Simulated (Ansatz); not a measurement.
Stepwise reaction of `CSB(Cl)Cl` with hydrogen, as a gas-phase model of exchange steps in deposition or etching. ΔE in kJ/mol; ΔG adds harmonic PBE0-D4 terms to CCSD(T)/CBS, at 1 bar.

Computed with Ansatz on PBE0-D4/def2-TZVP structures; ΔE is electronic, products minus reactants. CCSD(T)/CBS is the MP2 limit (def2-TZVPP, def2-QZVPP) plus CCSD(T) − MP2 in def2-TZVPP, frozen cores. This one scheme is used for every species. DFT in def2-TZVPP. B3LYP here is the variant with VWN-RPA as its local correlation; programs differ in this. One conformer a species, not always the lowest.

```tsv
step	reaction	PBE-D4	B3LYP-D4	ωB97M-V	CCSD(T)/CBS	ΔG(600 K)
1	`CSB(Cl)Cl` + H₂ → `CSBCl` + HCl	63.8	58.4	58.5	57.4	47.7
```

Give the row of step 2, `CSBCl` + H₂ → `BSC` + HCl. (Estimate.)

The calculation gave: 
| step | reaction | PBE-D4 | B3LYP-D4 | ωB97M-V | CCSD(T)/CBS | ΔG(600 K) |
| --- | --- | --- | --- | --- | --- | --- |
| 2 | `CSBCl` + H₂ → `BSC` + HCl | 66.1 | 60.4 | 60.5 | 60.0 | 55.2 |

By hand: ΔE of the 2 steps together at CCSD(T)/CBS.

(57.4) + (60.0) = 117.4 kJ/mol, or 58.7 kJ/mol a step.

In ΔE the steps differ by no more than 2.6 kJ/mol. All are uphill at CCSD(T)/CBS. ΔG lies between 47.7 and 55.2 kJ/mol a step. PBE-D4 differs from CCSD(T)/CBS by 6.1 to 6.4 kJ/mol a step. Isolated molecules leave out the surface, adducts and barriers. Largest T1 diagnostic: 0.014.
